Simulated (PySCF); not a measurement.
Compound: H6OSeSi2.
SMILES with atom numbers: `[OH:1][SiH2:2][Se:3][SiH3:4]` (hydrogens: H5 on O1; H6, H7 on Si2; H8, H9, H10 on Si4)

A GFN2-xTB structure was refined with PBE0-D3(BJ)/def2-SVP geometry optimisation, gas phase in PySCF. Its GFN2-xTB values:

```
 coordinate  GFN2-xTB
     O1–Si2   1.644 Å
      O1–H5   0.932 Å
    Si2–Se3   2.312 Å
     Si2–H6   1.460 Å
     Si2–H7   1.457 Å
    Se3–Si4   2.230 Å
     Si4–H8   1.464 Å
 O1–Si2–Se3    107.4°
  O1–Si2–H6    107.6°
  O1–Si2–H7    110.2°
  Si2–O1–H5    121.1°
Si2–Se3–Si4    101.0°
 Se3–Si4–H8    104.2°
  H6–Si2–H7    114.3°
  H8–Si4–H9    112.4°
```

How do these coordinates change at the PBE0-D3(BJ)/def2-SVP level?

| coordinate | PBE0-D3(BJ)/def2-SVP (Å or °) | change |
| --- | --- | --- |
| Se3–Si4 | 2.284 | +0.054 |
| Si2–H7 | 1.495 | +0.038 |
| O1–H5 | 0.962 | +0.030 |
| Si4–H8 | 1.490 | +0.026 |
| Si2–H6 | 1.483 | +0.023 |
| Si2–Se3 | 2.290 | -0.022 |
| O1–Si2 | 1.659 | +0.015 |
| Si2–Se3–Si4 | 94.4 | -6.6 |
| O1–Si2–Se3 | 112.5 | +5.1 |
| Si2–O1–H5 | 116.9 | -4.2 |
| H6–Si2–H7 | 111.4 | -2.9 |
| Se3–Si4–H8 | 106.9 | +2.7 |
| H8–Si4–H9 | 110.0 | -2.4 |
| O1–Si2–H6 | 106.0 | -1.6 |
| O1–Si2–H7 | 111.8 | +1.6 |

The energy falls by 5.5 kcal/mol over 26 energy and gradient evaluations, the largest force component goes from 0.0322 to 4.4e-04 Eh/bohr, and the atoms move by 1.053 Å rms after alignment. The bond that changes most is Se3–Si4 (ends: selenium bonded to 2 Si; SiH3 silicon), which lengthens by 0.054 Å. Bonds longer at the end by more than 0.005 Å: 8 of 9; shorter: 1. Among the dihedrals that turn most is H7–Si2–Se3–Si4, from 64° to -26°. Rotational constants go from 5846, 1443, 1190 to 3845, 1648, 1313 MHz.

The run used 112 basis functions and 181 SCF cycles in all.

PBE0-D3(BJ)/def2-SVP frequencies: not computed here. The numbers are those of one conformer.
